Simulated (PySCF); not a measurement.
HfH₄, SMILES [HfH4], multiplicity 1.

Geometry optimised at B3LYP-D3(BJ)/def2-TZVPD. The spin state was assumed, not searched. The def2 effective core potentials stand for the cores of Hf; spin–orbit coupling is left out.

The numbers are results of PBE/def2-TZVPD (PySCF), not measurements.

total energy: -50.32819 hartree
point group: Td
highest occupied level: -7.12 eV
lowest empty level: -3.08 eV
orbital gap: 4.04 eV
dipole moment: 0.00 D
quadrupole, principal values (traceless, Buckingham form, about the centre of nuclear charge): 0.00, 0.00, 0.00 D·Å
mean static polarisability: 52.7 bohr³ (7.82 Å³)
polarisability, principal values: 52.7, 52.7, 52.7 bohr³
